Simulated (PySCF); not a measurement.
Configurations of CeP

Unrestricted PBE0; basis Ce x2c-SVPall, P x2c-SVPall; spin-free X2C with a Gaussian nucleus; PySCF 2.14. The search starts from ions with several 4f fillings and holds each by maximum overlap.

The lowest solution has 2Ms+1 = 2, about 1.2 4f electrons, near 2.33 Å.

The lowest solution of each spin and filling, followed along the bond (rough minima from three points):

```csv
2Ms+1,4f population,⟨S²⟩ at the start,R at minimum (Å),Te (eV)
2,1.19,0.76,2.33,0.00
4,1.22,3.76,2.36,0.59
4,1.58,3.76,2.44,1.43
```

Solutions at the starting distance of 2.360 Å, counted from the lowest; the search is not exhaustive:

```tsv
2Ms+1	4f population	E (eV)	⟨S²⟩	⟨Lz²⟩	μ (D)
2	1.19	0.00	0.76	4.0	-7.68
2	1.21	0.00	0.76	9.0	-7.68
2	1.15	0.24	0.77	0.1	-7.32
4	1.22	0.58	3.76	4.0	-4.28
4	1.22	0.60	3.76	9.0	-4.18
4	1.16	0.74	3.76	0.0	-4.37
4	1.20	0.76	3.76	5.2	-4.93
2	1.21	0.84	1.78	5.1	-4.69
2	1.20	0.84	1.77	5.1	-4.69
4	1.17	1.25	3.77	8.0	-7.09
4	1.58	1.48	3.76	9.8	-5.63
4	1.68	1.51	3.76	9.0	-5.40
2	1.58	1.66	1.76	9.8	-5.74
2	1.80	1.87	1.73	9.0	-6.52
```

Partly filled real f orbitals mix terms, so no term symbols are given. A population far from a whole number shows f orbitals mixing with d and ligand orbitals, not a clean configuration. A positive dipole means Ce(−)P(+).

Spin–orbit coupling is left out. Counting both spins, an empty level lies below a filled one in some of these solutions, because spin and occupation are held. The state is the lowest single determinant that the PBE0 search found; with open d or f shells the true ground state can be another one.
